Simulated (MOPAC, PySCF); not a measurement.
C2H3B, SMILES `BC#C`, neutral singlet in the gas phase. 

Cartesian coordinates (Å):
```xyz
6

B     -0.6479    -0.4309     0.8231
C      0.2105     0.1403    -0.2664
C      0.9022     0.6002    -1.1456
H     -1.8328    -0.3848     0.7304
H     -0.1424    -0.9293     1.7775
H      1.5104     1.0046    -1.9190
```
Charge 0, multiplicity 1.

All levels are single points at this geometry (B3LYP-D3(BJ)/def2-TZVP); Pople sets use spherical d functions. Orbital energies aren't observables, and empty levels follow the basis.

B3LYP/3-21G in PySCF gives gap (eV) = 5.39.

### Question
Estimate the gap (eV) from each of these levels: ωB97X-D3(BJ)/def2-TZVP in PySCF; B3LYP/6-311+G** in PySCF; B3LYP/6-31G* in PySCF; BP86/6-31G* in PySCF; PBE/6-31G* in PySCF; SVWN5/6-31G* in PySCF; HF/3-21G in PySCF; HF/6-31G* in PySCF; HF/STO-3G in PySCF; AM1 in MOPAC; PM3 in MOPAC; PM7 in MOPAC.

### Answer

| level | gap (eV) |
|---|---|
| ωB97X-D3(BJ)/def2-TZVP in PySCF | 10.28 |
| B3LYP/6-311+G** in PySCF | 5.26 |
| B3LYP/6-31G* in PySCF | 5.34 |
| BP86/6-31G* in PySCF | 3.56 |
| PBE/6-31G* in PySCF | 3.53 |
| SVWN5/6-31G* in PySCF | 3.38 |
| HF/3-21G in PySCF | 12.38 |
| HF/6-31G* in PySCF | 12.41 |
| HF/STO-3G in PySCF | 14.34 |
| AM1 in MOPAC | 11.14 |
| PM3 in MOPAC | 10.28 |
| PM7 in MOPAC | 9.69 |
